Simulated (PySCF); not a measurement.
# Two-component Hartree-Fock for Re(44+) (rhenium, charge +44)

Start: [Ar] 3d10 4s2 4p1; 4p3/2 filled at m_j = +3/2. Calculated with PySCF 2.14 in an even-tempered Gaussian basis (16 s from 5.8 bohr⁻², ratio 2.8; 13 p from 7.5 bohr⁻², ratio 2.8; 8 d from 13 bohr⁻², ratio 2.8; 4 f from 32 bohr⁻², ratio 3): generalised Hartree-Fock with the X2C-1e Hamiltonian and a Gaussian nucleus; one run each with spin-orbit coupling (SO) screened by Boettger's factors, then bare. This is a chosen level, not necessarily the ground level.

| spinor shell | electrons | ε, screened SO (eV) | ε, bare SO (eV) | weight of nominal j (bare SO) | rms radius, bare SO (bohr) |
| --- | --- | --- | --- | --- | --- |
| 1s1/2 | 2 | -74246.9 | -74245.6 | 1.000 | 0.0204 |
| 2s1/2 | 2 | -14796.8 | -14796.4 | 1.000 | 0.0822 |
| 2p1/2 | 2 | -14236.3 | -14270.3 | 1.000 | 0.0697 |
| 2p3/2 | 4 | -12787.0 | -12776.1 | 1.000 | 0.0774 |
| 3s1/2 | 2 | -5042.5 | -5042.4 | 1.000 | 0.208 |
| 3p1/2 | 2 | -4796.5 | -4804.1 | 1.000 | 0.199 |
| 3p3/2 | 4 | -4464.0 | -4461.5 | 1.000 | 0.213 |
| 3d3/2 | 4 | -4070.7 | -4077.6 | 1.000 | 0.186 |
| 3d5/2 | 6 | -3998.7 | -3994.4 | 1.000 | 0.190 |
| 4s1/2 | 2 | -2380.5 | -2380.5 | 1.000 | 0.435 |
| 4p3/2 | 1 | -2190.6 | -2189.8 | 1.000 | 0.440 |

```json
{"quantity": "E (hartree)", "screened SO": "-15387.74864", "bare SO": "-15388.99616"}
{"quantity": "M_J", "screened SO": "3/2", "bare SO": "3/2"}
{"quantity": "⟨J²⟩", "screened SO": "3.751", "bare SO": "3.751"}
{"quantity": "⟨L²⟩", "screened SO": "2.062", "bare SO": "2.067"}
{"quantity": "⟨S²⟩", "screened SO": "0.812", "bare SO": "0.816"}
```

Each row is a mean over spinors that exchange with the open shell spreads, by up to 13.173 eV (4s1/2).

Breit and QED terms are absent; they matter most for the inner s and p1/2 levels.

Densities and radii are taken from the X2C orbitals without a picture-change correction, which distorts them close to the nucleus.
